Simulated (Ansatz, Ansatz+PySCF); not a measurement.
```xyz
6

Be    2.1840    0.0000    0.0000
Be    1.0920    1.8914    0.0000
Be   -1.0920    1.8914    0.0000
Be   -2.1840    0.0000    0.0000
Be   -1.0920   -1.8914    0.0000
Be    1.0920   -1.8914    0.0000
```

Basis set: def2-SVP (spherical functions). All electrons are correlated. Charge 0, multiplicity 1.

Computed with Ansatz (development build ahead of 0.2.0); each method stands on the lowest determinant of its kind that the runs found. Restricted open shells among the atoms or ions are ROHF, correlated in semicanonical orbitals with singles.

The atomization energy at this shape (free ground-state atoms in the same class of orbitals less the molecule, no zero-point energy) of singlet Be6:

```
method  atomization energy
   RHF     100.31 kcal/mol
```

(1) What does RHF-MP2 give?

## Answers

(1) 91.13 kcal/mol.
